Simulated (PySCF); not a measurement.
# Lithium: a sound run and one with changed settings

Sound run: Li+ 1s2, Li(2+) 1s1. Computed with PySCF 2.14 in def2-SVP (3s2p, 9 functions), with no relativity, point nucleus. The sound run starts from symmetry-adapted Hartree-Fock orbitals and uses a fine grid where one is needed.

Changed run: radial step 0.5 in ln r (0.13 in the sound run). This setting is unsound on purpose.

```tsv
species	method	sound run (hartree)	changed run (hartree)	converged
Li+	UHF	-7.23290	-7.23290	yes
Li+	MN15	-7.29322	-7.29410	yes
Li+	B3LYP	-7.28145	-7.28253	yes
Li(2+)	UHF	-4.44818	-4.44818	yes
Li(2+)	MN15	-4.45732	-4.45826	yes
Li(2+)	B3LYP	-4.44564	-4.44590	yes
```

Ionisation energy of Li+:

```
method  sound run (eV)  changed run (eV)
   UHF          75.776            75.776
  MN15          77.169            77.167
 B3LYP          77.166            77.189
```

A coarse radial grid mis-integrates the density and the exchange-correlation energy, with errors of either sign; Hartree-Fock needs no grid.

For comparison, NIST gives 75.640 eV between the lowest levels.
